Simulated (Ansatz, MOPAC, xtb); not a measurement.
Diatomic BeP, multiplicity 4 (lowest of 2S+1 = 2, 4 at CCSD(T)/def2-TZVPP on PBE0 minima; our sources give no spin for the ground state, which may be another).

The constants come from a fifth-degree fit in 1/R (seven points, main isotopes). Runs in def2 and cc sets follow the lowest solution found near the PBE0 minimum.

The values were computed with Ansatz (Gaussian basis) for Hartree–Fock, density functionals and correlated methods; MOPAC for PM6 (differences of heats of formation); xtb for the GFN methods.  The GFN methods have no spin term and hold the electronic entropy of 300 K.

```json
[
 {"level": "PM6", "r_e (Å)": "2.132", "ω_e (cm⁻¹)": "718", "B_e (cm⁻¹)": "0.531", "α_e (cm⁻¹)": "0.0017", "D_e (eV)": "-", "dipole (D)": "-"},
 {"level": "GFN1-xTB", "r_e (Å)": "2.054", "ω_e (cm⁻¹)": "614", "B_e (cm⁻¹)": "0.572", "α_e (cm⁻¹)": "0.0087", "D_e (eV)": "-", "dipole (D)": "-"},
 {"level": "GFN2-xTB", "r_e (Å)": "2.058", "ω_e (cm⁻¹)": "594", "B_e (cm⁻¹)": "0.570", "α_e (cm⁻¹)": "0.0090", "D_e (eV)": "-", "dipole (D)": "-"},
 {"level": "SVWN5/def2-TZVPP", "r_e (Å)": "2.062", "ω_e (cm⁻¹)": "614", "B_e (cm⁻¹)": "0.568", "α_e (cm⁻¹)": "0.0062", "D_e (eV)": "1.95", "dipole (D)": "0.04"},
 {"level": "PBE/def2-TZVPP", "r_e (Å)": "2.084", "ω_e (cm⁻¹)": "599", "B_e (cm⁻¹)": "0.556", "α_e (cm⁻¹)": "0.0061", "D_e (eV)": "1.70", "dipole (D)": "0.15"},
 {"level": "r2SCAN/def2-TZVPP", "r_e (Å)": "2.081", "ω_e (cm⁻¹)": "606", "B_e (cm⁻¹)": "0.557", "α_e (cm⁻¹)": "0.0060", "D_e (eV)": "1.74", "dipole (D)": "0.36"},
 {"level": "B97M-V/def2-TZVPP", "r_e (Å)": "2.072", "ω_e (cm⁻¹)": "600", "B_e (cm⁻¹)": "0.562", "α_e (cm⁻¹)": "0.0066", "D_e (eV)": "1.49", "dipole (D)": "0.15"},
 {"level": "B3LYP/def2-TZVPP", "r_e (Å)": "2.076", "ω_e (cm⁻¹)": "604", "B_e (cm⁻¹)": "0.560", "α_e (cm⁻¹)": "0.0062", "D_e (eV)": "1.51", "dipole (D)": "0.30"},
 {"level": "PBE0/def2-TZVPP", "r_e (Å)": "2.072", "ω_e (cm⁻¹)": "617", "B_e (cm⁻¹)": "0.563", "α_e (cm⁻¹)": "0.0060", "D_e (eV)": "1.62", "dipole (D)": "0.32"},
 {"level": "BHLYP/def2-TZVPP", "r_e (Å)": "2.066", "ω_e (cm⁻¹)": "622", "B_e (cm⁻¹)": "0.566", "α_e (cm⁻¹)": "0.0060", "D_e (eV)": "1.42", "dipole (D)": "0.47"},
 {"level": "CAM-B3LYP/def2-TZVPP", "r_e (Å)": "2.061", "ω_e (cm⁻¹)": "624", "B_e (cm⁻¹)": "0.568", "α_e (cm⁻¹)": "0.0060", "D_e (eV)": "1.49", "dipole (D)": "0.37"},
 {"level": "wB97X-V/def2-TZVPP", "r_e (Å)": "2.070", "ω_e (cm⁻¹)": "625", "B_e (cm⁻¹)": "0.564", "α_e (cm⁻¹)": "0.0058", "D_e (eV)": "1.49", "dipole (D)": "0.39"},
 {"level": "wB97M-V/def2-TZVPP", "r_e (Å)": "2.061", "ω_e (cm⁻¹)": "622", "B_e (cm⁻¹)": "0.568", "α_e (cm⁻¹)": "0.0061", "D_e (eV)": "1.30", "dipole (D)": "0.29"},
 {"level": "B2PLYP/def2-TZVPP", "r_e (Å)": "2.077", "ω_e (cm⁻¹)": "608", "B_e (cm⁻¹)": "0.560", "α_e (cm⁻¹)": "0.0061", "D_e (eV)": "1.36", "dipole (D)": "-"},
 {"level": "CCSD/aug-cc-pV(T+d)Z", "r_e (Å)": "2.077", "ω_e (cm⁻¹)": "608", "B_e (cm⁻¹)": "0.560", "α_e (cm⁻¹)": "0.0064", "D_e (eV)": "-", "dipole (D)": "-"},
 {"level": "CCSD/def2-TZVPP", "r_e (Å)": "2.091", "ω_e (cm⁻¹)": "591", "B_e (cm⁻¹)": "0.553", "α_e (cm⁻¹)": "0.0066", "D_e (eV)": "0.86", "dipole (D)": "-"},
 {"level": "CCSD/aug-cc-pV(Q+d)Z", "r_e (Å)": "2.069", "ω_e (cm⁻¹)": "616", "B_e (cm⁻¹)": "0.564", "α_e (cm⁻¹)": "0.0064", "D_e (eV)": "-", "dipole (D)": "-"},
 {"level": "CCSD/def2-QZVPP", "r_e (Å)": "2.066", "ω_e (cm⁻¹)": "617", "B_e (cm⁻¹)": "0.566", "α_e (cm⁻¹)": "0.0063", "D_e (eV)": "1.04", "dipole (D)": "-"},
 {"level": "CCSD(T)/aug-cc-pV(T+d)Z", "r_e (Å)": "2.081", "ω_e (cm⁻¹)": "602", "B_e (cm⁻¹)": "0.557", "α_e (cm⁻¹)": "0.0065", "D_e (eV)": "-", "dipole (D)": "-"},
 {"level": "CCSD(T)/def2-TZVPP", "r_e (Å)": "2.095", "ω_e (cm⁻¹)": "584", "B_e (cm⁻¹)": "0.550", "α_e (cm⁻¹)": "0.0067", "D_e (eV)": "0.93", "dipole (D)": "-"},
 {"level": "CCSD(T)/aug-cc-pV(Q+d)Z", "r_e (Å)": "2.073", "ω_e (cm⁻¹)": "610", "B_e (cm⁻¹)": "0.562", "α_e (cm⁻¹)": "0.0064", "D_e (eV)": "-", "dipole (D)": "-"},
 {"level": "CCSD(T)/def2-QZVPP", "r_e (Å)": "2.070", "ω_e (cm⁻¹)": "611", "B_e (cm⁻¹)": "0.564", "α_e (cm⁻¹)": "0.0064", "D_e (eV)": "1.12", "dipole (D)": "-"},
 {"level": "CCSD(T)/CBS(aug-cc-pV(T+d)Z, aug-cc-pV(Q+d)Z)", "r_e (Å)": "2.068", "ω_e (cm⁻¹)": "615", "B_e (cm⁻¹)": "0.565", "α_e (cm⁻¹)": "0.0064", "D_e (eV)": "-", "dipole (D)": "-"}
]
```

D_e counts from each atom's lowest state at the same level, without counterpoise or zero-point energy.

Correlated levels freeze the inner cores; with def2 sets outer-core shells near the valence are correlated too. CBS: X⁻³ extrapolation of the correlation energy, Hartree–Fock from the larger set. The state that PM6 reach isn't checked.

Ansatz is a first-principles code.
